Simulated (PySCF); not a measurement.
Coordinates in bohr (charge 0 multiplicity 4):
```
Fe    0.0564    0.0000    0.0000
H     3.0871    0.0000    0.0000
H    -3.1056    0.7827    0.0000
H    -3.1056   -0.7827    0.0000
```

All numbers come from UPBE0/[Fe def2-TZVP, H def2-TZVP], no relativity, density fitting, PySCF.

This geometry of FeH3 is a stationary point at this level.

**Question.** What is the point group?

**Answer.** C2v.

**Question.** Is it a minimum?

**Answer.** Yes: all harmonic wavenumbers are real.

**Question.** Give the atomic charges and bond orders.

**Answer.** 
```csv
atom,Mulliken,Löwdin,polar tensor,spin (Mulliken),Mayer order to Fe1
Fe1,0.04,0.09,0.45,3.21,–
H2,-0.16,-0.25,-0.47,-0.11,0.94
"H3,4",0.06,0.08,0.01,-0.05,0.36
```
Other Mayer orders above 0.3: H–H 0.60.

**Question.** Give the ideal-gas entropy at 298.15 K and 1 bar by parts.

**Answer.** translation 159.7, rotation 56.0, vibration 14.3, spin 11.5; total 241.5 J/(mol K).

**Question.** What is the atomisation energy, with and without zero-point energy?

**Answer.** 698 kJ/mol without, 652 kJ/mol with.

Other isomers or separated fragments may lie lower. Open d and f shells are described by one determinant, and the ground state may have another occupation or spin.
